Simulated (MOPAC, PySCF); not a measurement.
CH3NOSi, SMILES `N[Si]C=O` (lower singlet), neutral singlet in the gas phase. This singlet lies 1.47 eV below the relaxed triplet at the level frozen-core CCSD(T)/cc-pVTZ // PBE0-D3(BJ)/def2-TZVP (Ansatz).

Cartesian coordinates (Å):
```xyz
7

N      1.3101     0.1331    -0.6628
Si     0.0888     0.6165    -1.7480
C     -1.3286    -0.0903    -0.5657
O     -2.5027    -0.0256    -0.8202
H      1.1523    -0.3378     0.2200
H      2.2916     0.2870    -0.8348
H     -1.0116    -0.5829     0.4023
```
Charge 0, multiplicity 1.

All levels are single points at this geometry (PBE0-D3(BJ)/def2-TZVP); Pople sets use spherical d functions. Orbital energies aren't observables, and empty levels follow the basis.

PBE0-D3(BJ)/def2-TZVP in PySCF gives HOMO (eV) = -6.17.

**Question.** Estimate the HOMO (eV) from each of these levels: B3LYP/6-311+G** in PySCF; M06-2X/6-31G* in PySCF; SVWN5/6-31G* in PySCF; HF/3-21G in PySCF; HF/6-31G* in PySCF; AM1 in MOPAC; PM3 in MOPAC; PM7 in MOPAC.

**Answer.** 
```csv
level,HOMO (eV)
B3LYP/6-311+G** in PySCF,-6.09
M06-2X/6-31G* in PySCF,-7.11
SVWN5/6-31G* in PySCF,-4.73
HF/3-21G in PySCF,-8.73
HF/6-31G* in PySCF,-8.88
AM1 in MOPAC,-7.89
PM3 in MOPAC,-8.12
PM7 in MOPAC,-8.34
```
